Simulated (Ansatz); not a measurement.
Ansatz (a program for electronic structure) input (CCSD(T)/aug-cc-pVDZ):

Ansatz 0.2 input:
```yaml
crystal:
  periodic: [false, false, false]
  atoms:
    - {symbol: C, position_ang: [-0.86789994, -0.83540611, 0.13118365]}
    - {symbol: C, position_ang: [-1.04687383, 0.55543129, -0.27866040]}
    - {symbol: C, position_ang: [0.22404459, 0.09262024, 0.43771837]}
    - {symbol: N, position_ang: [1.42397482, 0.01947012, -0.36106316]}
    - {symbol: H, position_ang: [-1.45285572, -1.50863066, 0.73745735]}
    - {symbol: H, position_ang: [-1.76317123, 1.18312905, 0.24351333]}
    - {symbol: H, position_ang: [-0.91103172, 0.80014926, -1.32757999]}
    - {symbol: H, position_ang: [0.32943741, 0.39401844, 1.48190095]}
    - {symbol: H, position_ang: [1.96526903, 0.87233073, -0.28343865]}
    - {symbol: H, position_ang: [2.00890372, -0.75316017, -0.06586051]}
basis:
  gaussian:
    orbitals: aug-cc-pVDZ
magnetization: {spin_polarized: true, initial_magnetization: 1}
correlation: {method: ccsd_t, electrons: outside_noble_gas}
output: {forces: true}
```

End of the output:

```
integrals: 0.65 GiB planned
1448 factors; integrals over basis functions are off by at most 6.5e-4 eV
mean field: 0.74 GiB planned
mean field evaluation 1: about -4661.3609 eV, gradient 2.8e1 eV
mean field evaluation 2: about -4661.3711 eV, gradient 2.8e1 eV
mean field evaluation 4: about -4665.6892 eV, gradient 3.1e0 eV
mean field evaluation 8: about -4665.8023 eV, gradient 2.1e-1 eV
mean field evaluation 16: about -4665.6767 eV, gradient 3.1e0 eV
mean field evaluation 32: about -4661.2436 eV, gradient 1.0e0 eV
mean field -4665.80347561 eV, -171.4651151334 hartree, gradient 2.0e-6 eV, S^2 0.761749; 0 other end points of the search recorded, 0 dependent functions left out
4 core orbitals not correlated
reference -4665.80347561 eV, -171.4651151334 hartree; 12, 11 occupied and 130, 131 virtual orbitals, 1448 factors
densities: 5.10 GiB planned
second order -15.80663868 eV of doubles, -0.00000000 eV of singles
coupled cluster: 2.84 GiB planned
cycle   1  -16.48163834 eV  change   -6.7e-1 eV  update   8.5e-2
cycle   2  -16.90205538 eV  change   -4.2e-1 eV  update   2.6e-2
cycle   3  -16.99042095 eV  change   -8.8e-2 eV  update   1.3e-2
cycle   4  -16.99032470 eV  change    9.6e-5 eV  update   4.8e-3
cycle   5  -16.99022805 eV  change    9.7e-5 eV  update   2.3e-3
cycle   6  -16.99056246 eV  change   -3.3e-4 eV  update   1.0e-3
cycle   7  -16.99042459 eV  change    1.4e-4 eV  update   5.0e-4
cycle   8  -16.99048975 eV  change   -6.5e-5 eV  update   2.7e-4
cycle   9  -16.99054595 eV  change   -5.6e-5 eV  update   1.3e-4
cycle  10  -16.99049266 eV  change    5.3e-5 eV  update   5.8e-5
cycle  11  -16.99051530 eV  change   -2.3e-5 eV  update   2.7e-5
cycle  12  -16.99052334 eV  change   -8.0e-6 eV  update   1.2e-5
cycle  13  -16.99052868 eV  change   -5.3e-6 eV  update   5.8e-6
cycle  14  -16.99053202 eV  change   -3.3e-6 eV  update   2.8e-6
perturbative correction -0.59777209 eV, -0.0219677192 hartree
the calculation of the forces begins
Total energy: -4683.39177972 eV, -172.1114733876 hartree
Atom 0 at    -0.867900    -0.835406     0.131184 Å, force    -0.154469    -1.070068    -0.304724 eV/Å
Atom 1 at    -1.046874     0.555431    -0.278660 Å, force    -0.249672     0.647875    -0.251212 eV/Å
Atom 2 at     0.224045     0.092620     0.437718 Å, force     0.498520     0.300768     0.374057 eV/Å
Atom 3 at     1.423975     0.019470    -0.361063 Å, force    -0.069580    -0.083388    -0.543991 eV/Å
Atom 4 at    -1.452856    -1.508631     0.737457 Å, force    -0.283556    -0.296003     0.322511 eV/Å
Atom 5 at    -1.763171     1.183129     0.243513 Å, force    -0.286213     0.264059     0.249650 eV/Å
Atom 6 at    -0.911032     0.800149    -1.327580 Å, force     0.071476     0.078155    -0.449614 eV/Å
Atom 7 at     0.329437     0.394018     1.481901 Å, force     0.024122     0.117616     0.397937 eV/Å
Atom 8 at     1.965269     0.872331    -0.283439 Å, force     0.213831     0.304671     0.060383 eV/Å
Atom 9 at     2.008904    -0.753160    -0.065861 Å, force     0.235541    -0.263685     0.145004 eV/Å
Dipole moment:     0.079646     0.110859     0.308646 e Å
```

It need not be the lowest isomer of its formula.
